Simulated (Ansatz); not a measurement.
Job for Ansatz (an electronic-structure program): U-wB97M-V/def2-TZVPP on O2 (SMILES O=O).

Ansatz 0.2 input:
```yaml
crystal:
  periodic: [false, false, false]
  atoms:
    - {symbol: O, position_ang: [0.00000000, -0.00000000, 0.60215214]}
    - {symbol: O, position_ang: [-0.00000000, 0.00000000, -0.60215214]}
basis:
  gaussian:
    orbitals: def2-TZVPP
hamiltonian:
  xc: {name: wB97M-V}
magnetization: {spin_polarized: true, initial_magnetization: 2}
```

It printed:

```
WARN ansatz: RAYON_NUM_THREADS=4 ignored (pool sized by the plan → 4); use --threads N
Functional definition: wB97M-V
integrals: 0.01 GiB planned
302 factors; their error is unknown
integrals: 0.05 GiB planned
54 factors; integrals over basis functions are off by at most 1.1e-4 eV
mean field: 0.21 GiB planned
mean field evaluation 1: about -4090.8272 eV, gradient 1.1e1 eV
mean field evaluation 2: about -4091.2062 eV, gradient 3.6e0 eV
mean field evaluation 4: about -4091.2353 eV, gradient 1.5e-1 eV
mean field evaluation 8: about -4091.2474 eV, gradient 9.3e-4 eV
mean field -4091.24738186 eV, -150.3505681362 hartree, gradient 2.5e-6 eV, S^2 2.007885; 0 other end points of the search recorded, 0 dependent functions left out
reference -4091.24739746 eV, -150.3505687097 hartree; 9, 7 occupied and 53, 55 virtual orbitals, 302 factors
Total energy: -4091.24739746 eV, -150.3505687097 hartree
```

The calculation finished and met its thresholds.

Cost: around 1.1 core-seconds (rough).
